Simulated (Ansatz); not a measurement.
Gas-phase electronic energies from Ansatz, PBE0-D4/def2-TZVP geometries. CCSD(T)/CBS adds triple-zeta CCSD(T) − MP2 to the extrapolated MP2 energy (def2 sets, frozen cores). This one scheme is used for every species. Functionals use def2-TZVPP. For Ge outer-core shells are correlated without core-valence functions, which leaves a few kJ/mol of doubt a bond. Scalar relativity is left out up to krypton. One conformer a species, not always the lowest.

`[SiH3][CH2][GeH2][SH]` + H₂ → `[CH3][GeH2][SH]` + SiH₄  (hydrogenolysis of a C–Si bond)

`[SiH3][CH2][GeH2][SH]`:

Cartesian coordinates in Å:
```
Si 1.715 -0.055 -0.117
C 0.169 -0.452 0.866
Ge -1.481 -0.345 -0.176
S -1.467 1.444 -1.506
H 1.835 1.408 -0.339
H 2.920 -0.518 0.624
H 1.680 -0.746 -1.434
H 0.235 -1.469 1.265
H 0.090 0.227 1.720
H -1.586 -1.527 -1.151
H -2.715 -0.294 0.744
H -1.395 2.327 -0.497
```

H₂:

```xyz
2

H     0.335    0.123    0.107
H    -0.335   -0.123   -0.107
```

`[CH3][GeH2][SH]`:

Cartesian coordinates in Å:
```
C 1.191 0.593 -0.418
Ge -0.545 0.139 0.333
S -0.898 -1.994 -0.218
H 1.438 1.630 -0.188
H 1.174 0.466 -1.501
H 1.961 -0.054 0.003
H -1.667 1.013 -0.259
H -0.556 0.280 1.867
H -2.097 -2.072 0.380
```

SiH₄:

Z-matrix (Å, degrees):
```
Si
H 1 1.485
H 1 1.485 2 109.5
H 1 1.485 2 109.5 3 -120.0
H 1 1.485 2 109.5 3 120.0
```

Question: Is it downhill or uphill in electronic energy at CCSD(T)/CBS, and by how much? (An estimate is asked.)

Answer: Ansatz gave: Downhill: ΔE = -16.2 kJ/mol.

Question: What do these levels give: PBE-D4, r2SCAN-D4, ωB97X-V, B2PLYP, SCS-MP2/def2-TZVPP, SCS-MP2/def2-QZVPP? (An estimate is asked.)

Answer: The calculation gave: PBE-D4 -16.3, r2SCAN-D4 -18.0, ωB97X-V -22.1, B2PLYP -28.1, SCS-MP2/def2-TZVPP -20.8, SCS-MP2/def2-QZVPP -18.8 kJ/mol.

Largest T1 diagnostic among the species: 0.011.

In def2-TZVPP, CCSD(T) changes the Hartree–Fock value by +28.2 kJ/mol (the triples alone add +5.4 kJ/mol) and MP2 by +35.4 kJ/mol. The D4 term adds +14.9 kJ/mol with B3LYP and +8.3 kJ/mol with PBE0; it sums over pairs of atoms, weighted by their polarisabilities, and B3LYP, whose exchange is more repulsive, gets the larger term.

B3LYP here is the variant with VWN-RPA as its local correlation; programs differ in this.
